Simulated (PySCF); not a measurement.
# Simulated absorption spectrum

C7H10.
Atom-mapped SMILES: `[CH2:1]=[CH:2][C@@:3]12[CH2:4][CH2:5][C@@H:6]1[CH2:7]2` (hydrogens: H8, H9 on C1; H10 on C2; H11, H12 on C4; H13, H14 on C5; H15 on C6; H16, H17 on C7)

Structure used (GFN2-xTB), in Å, numbered top down from 1:
```
atom  x, y, z in Å
C1     2.106   -0.108    1.480
C2     1.348   -0.753    0.605
C3     0.237   -0.175   -0.147
C4    -0.789   -0.995   -0.928
C5    -1.901   -0.034   -0.461
C6    -0.864    0.786    0.290
C7     0.192    1.243   -0.657
H8     1.956    0.935    1.705
H9     2.906   -0.598    2.006
H10    1.522   -1.805    0.412
H11   -0.622   -1.041   -2.005
H12   -0.909   -2.006   -0.544
H13   -2.628   -0.511    0.192
H14   -2.428    0.502   -1.251
H15   -1.019    1.242    1.254
H16   -0.058    1.418   -1.694
H17    0.942    1.914   -0.267
```

Method: TDDFT CAM-B3LYP/def2-SVPD, vertical, gas phase, core orbitals frozen in the response (PySCF).

Each state is given a Gaussian of 0.25 eV full width at half maximum, with ε(max) = 2.175×10⁸ f / Δν̃ (Δν̃ the width in cm⁻¹). The width is an assumption, not a result. The curve ends short of the highest state used, and states not computed would add to its high-energy end.

(E (eV), ε (L mol⁻¹ cm⁻¹)): (5.73, 61), (5.79, 386), (5.85, 1777), (5.90, 4970), (5.96, 12737), (6.02, 23720), (6.08, 32094), (6.14, 31552), (6.19, 24375), (6.25, 13360), (6.31, 5412), (6.37, 1962), (6.42, 1499), (6.48, 2474), (6.54, 3926), (6.60, 4639), (6.65, 4183), (6.71, 2758), (6.77, 1324), (6.83, 479), (6.89, 189), (6.94, 213), (7.00, 481), (7.06, 1063), (7.12, 2029), (7.17, 3030), (7.23, 4101), (7.29, 4600), (7.35, 4389), (7.40, 3789)

Question: Where are the band maxima, and which computed states make them?

Answer: 203 nm (6.11 eV), ε about 33000, made up of S1 (100%); 188 nm (6.60 eV), ε about 4600, made up of S2 (100%); 170 nm (7.30 eV), ε about 4600, made up of S4 (34%), S5 (44%) and S6 (22%) (ε in L mol⁻¹ cm⁻¹; maxima over ε = 5, shares over 10%). The states used: S1 6.11 eV (f 0.307); S2 6.60 eV (f 0.043); S3 7.09 eV (f 0.0030); S4 7.23 eV (f 0.018); S5 7.30 eV (f 0.019); S6 7.43 eV (f 0.019); S7 7.80 eV (f 0.0044); S8 8.00 eV (f 0.031).

Question: On this curve, what absorbance would a 10⁻⁵ mol/L sample give at 193 nm over a 1 cm path?

Answer: 193 nm is 6.424 eV, where ε is about 1500 L mol⁻¹ cm⁻¹, so A = ε c l ≈ 0.015 (Beer–Lambert, with the gas-phase spectrum and the assumed width).

Question: What would ε be at 6.11 eV, the highest of these maxima, with half the width (0.125 eV)?

Answer: About 66100 L mol⁻¹ cm⁻¹ against 33100, a factor of about 2.00; a lone state at its own centre would give exactly 2.

One conformer stands for the species.
